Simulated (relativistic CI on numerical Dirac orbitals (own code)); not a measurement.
Spin-allowed bands of a d2 ion in an octahedral site, by hand

Problem. Take Δ = 13300 cm⁻¹ and B = 910 cm⁻¹ for a d2 ion in an octahedral site. Calculate the three spin-allowed bands.

Working.
1. The terms of highest spin are 3F (energy 0) and 3P (15B = 13650 cm⁻¹). Here the F term splits into A2 at +1.2Δ = 15960, T2 at +0.2Δ = 2660 and T1 at −0.6Δ = -7980 cm⁻¹.
2. The two T1 states mix through the element 0.4Δ: H = [[-7980, 5320], [5320, 13650]], with roots ½(H₁₁ + H₂₂) ∓ ½√[(H₂₂ − H₁₁)² + 4H₁₂²] = ½(5670) ∓ ½(24105) = -9218 and 14888 cm⁻¹.
3. The ground term is 3T1 at -9218 cm⁻¹.
4. Bands: 3T2 11878 cm⁻¹ (842 nm), 3T1(P) 24105 cm⁻¹ (415 nm), 3A2 25178 cm⁻¹ (397 nm).

Check. Exact diagonalisation of the whole d2 shell with these parameters gives 3T2 11878, 3T1 24105, 3A2 25178 cm⁻¹. The match is exact, since without spin-orbit coupling no other term has this spin. The ratio of the second band to the first, 2.029, depends on Δ/B = 14.6 alone, which is how a Tanabe-Sugano diagram is read.
